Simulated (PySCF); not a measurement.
Structure from NMR data

The spectra below were simulated for a compound C₇H₉NO.

¹H NMR (300 MHz, computed): δ 2.97 (m, 1H), 2.86 (m, 1H), 2.29 (m, 1H), 2.17 (m, 1H), 2.02 (m, 1H), 1.93 (m, 1H), 1.86 (m, 1H), 1.65 (m, 1H), 1.33 (m, 1H).

¹³C{¹H} NMR (computed): δ 123.0 (C), 53.5 (CH), 49.9 (CH), 32.9 (CH2), 25.3 (CH), 25.1 (CH2), 24.5 (CH2).

Level of theory: shieldings: GIAO PBE/pcSseg-1, PBE0-D3(BJ)/def2-SVP structure, in PySCF 2.14.0 with density-fitted response routines (one conformer, isolated molecule, non-relativistic).

Scale: ¹H and ¹³C vs TMS (reference shieldings calculated alike).

Propose a structure and justify it.

Results:


Rings plus π bonds: 4 (2 rings in the answer). 7 carbon signals for 7 carbons: no two carbons are equivalent. Carbon types of the structure: 1 × C, 3 × CH, 3 × CH2, which accounts for all hydrogens. δC 123.0: nitrile carbon; typical of a nitrile. δC 53.5, 49.9: epoxide ring carbon; deshielded by the electronegative neighbour. δC 32.9, 25.1, 24.5: sp3 CH2 in a ring; aliphatic region, no heteroatom directly attached. δC 25.3: sp3 CH α to a nitrile; aliphatic region, no heteroatom directly attached. δH 2.97, 2.86: hydrogen on an epoxide ring carbon; its carbon carries O, an electronegative neighbour. δH 2.29: hydrogen on an sp3 CH α to a nitrile. δH 2.17, 2.02, 1.93, 1.86, 1.65, 1.33: hydrogen on an sp3 CH2 in a ring.

Structure: SMILES N#C[C@@H]1CC[C@H]2O[C@H]2C1.

This is the structure that produced the data.

Shifts are as computed. Against solution values, carbons near 30 ppm lie about +2 ppm off and those near 130 ppm about +2 ppm. Of 1211 compounds with measured shifts, 218 miss one by over three times the rms of a fit or turn the order of signals round; such compounds aren't used in these exercises. No couplings were computed; multiplicities are counted from neighbouring protons, with m where these are inequivalent, close in shift, in a saturated or five-membered ring or joined by F or P, and br s for small geminal =CH2 splittings.
